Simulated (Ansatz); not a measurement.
A nudged elastic band was laid between two geometries of a periodic cell of 13 atoms, Be12Ga (surface Be(0001), adsorbate Ga).

All numbers below come from DFT PBE, scalar-relativistic, plane waves, PAW in Ansatz. Settings: cutoff 420 eV, k mesh 6x6x1, gaussian smearing 0.05 eV, no spin polarisation.

- movable images: 7
- climbing image: yes
- spring: 5.0 eV/Å²
- optimiser: fire
- start path: IDPP
- force threshold: 0.03 eV/Å
- iteration limit: 61
- end points: relaxed
- atoms held: 1 to 4

Initial state:

```xyz
13
Lattice="4.5800 0.0000 0.0000 2.2900 3.9664 0.0000 0.0000 0.0000 15.5884" Properties=species:S:1:pos:R:3
Be 0.000 0.000 1.000
Be 2.290 0.000 1.000
Be 1.145 1.983 1.000
Be 3.435 1.983 1.000
Be 0.000 1.316 2.839
Be 2.290 1.325 2.804
Be 1.155 3.309 2.834
Be 3.425 3.308 2.835
Be 0.000 0.003 4.716
Be 2.290 -0.008 4.618
Be 1.142 1.987 4.643
Be 3.438 1.987 4.647
Ga 2.270 1.186 6.879
```

Final state:

```xyz
13
Lattice="4.5800 0.0000 0.0000 2.2900 3.9664 0.0000 0.0000 0.0000 15.5884" Properties=species:S:1:pos:R:3
Be 0.000 0.000 1.000
Be 2.290 0.000 1.000
Be 1.145 1.983 1.000
Be 3.435 1.983 1.000
Be 0.010 1.326 2.834
Be 2.280 1.325 2.835
Be 1.145 3.299 2.839
Be 3.435 3.308 2.804
Be -0.003 0.004 4.643
Be 2.293 0.003 4.647
Be 1.145 1.986 4.716
Be 3.435 1.975 4.618
Ga 3.415 3.169 6.879
```

Q: What changes between the two ends?

A: The atom that moves furthest is Ga13, by 2.29 Å.

Q: Give the energies along the band, and the barrier.

A: The forces met the threshold. The highest image is number 1 of 0 to 8, 0.000 eV above the ends, which have the same energy within 2 meV. A structure lower than the last end lies on the path between it and the top, so the climb from that side starts below the end, which may itself be a saddle point or a shallow side well. The top lies less than 8 meV above the higher end, about what the thresholds resolve: that end is a shoulder or a very shallow well. By the program's own check the climbing image is of a kind that is not told: the force calls were inconclusive, a negative curvature could not be distinguished from the path's own, the only one lies far off the path, or fixed occupations may fill a level only in part (lowest curvatures found: -0.03 and 0.02 eV/Å²). Limits of this set-up: thin slab, slab without dipole correction.

| image | path coordinate (Å) | energy (eV) |
| --- | --- | --- |
| 0 | 0.00 | 0.000 |
| 1 | 0.36 | 0.000 |
| 2 | 0.70 | -0.001 |
| 3 | 1.04 | -0.006 |
| 4 | 1.39 | -0.010 |
| 5 | 1.73 | -0.009 |
| 6 | 2.07 | -0.005 |
| 7 | 2.42 | -0.001 |
| 8 | 2.76 | 0.000 |

Q: What is the geometry of the highest image?

A: 
```xyz
13
Lattice="4.5800 0.0000 0.0000 2.2900 3.9664 0.0000 0.0000 0.0000 15.5884" Properties=species:S:1:pos:R:3
Be 0.000 0.000 1.000
Be 2.290 0.000 1.000
Be 1.145 1.983 1.000
Be 3.435 1.983 1.000
Be 0.004 1.310 2.832
Be 2.286 1.320 2.803
Be 1.149 3.308 2.840
Be 3.427 3.315 2.832
Be -0.003 -0.002 4.714
Be 2.288 -0.004 4.653
Be 1.140 1.983 4.651
Be 3.443 1.988 4.603
Ga 2.497 1.453 6.877
```

Time of the run: 13 min on 1 thread of AMD EPYC 9R45 96-Core Processor (Zen 5), on a shared host, peak memory 1.1 GiB.
